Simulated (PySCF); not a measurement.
**TlCl: from constants to spectrum**

RHF-CCSD(T) constants of TlCl, ¹Σ⁺ (singlet), closed shell (PySCF, scalar-relativistic core potentials, basis sets Tl def2-SVP with ECP60, Cl def2-SVP; masses 204.9744 and 34.9689 u):

* ωe: 302.4 cm⁻¹
* ωexe: 0.855 cm⁻¹
* Be: 0.088876 cm⁻¹
* αe: 0.000346 cm⁻¹
* De to Tl + Cl: 3.88 eV

(1) What force constant and bond length do these constants imply?

(2) Estimate the centrifugal constant D from the Kratzer relation and find the Dunham coefficient a1.

Correlated steps freeze 9 core orbitals. Correlated levels converge slowly with the basis: in double zeta they bind strong bonds too weakly, by up to about 1 eV, and carry superposition errors of some tenths. These are scalar-relativistic numbers at best; spin–orbit coupling would shift them, the dissociation energy most. Where the molecule has an RHF reference, its open-shell atoms are computed with UHF.

## Answers

(1) Reduced mass μred = 29.873 u; k = 5.8918×10⁻⁷·μred·ωe² (u, cm⁻¹, mdyn/Å) = 1.61 mdyn/Å; Re = √(16.8576/(μred·Be)) (u, cm⁻¹, Å) = 2.520 Å.

(2) D = 4Be³/ωe² = 3.07e-08 cm⁻¹; a1 = −1 − αeωe/(6Be²) = -3.21.
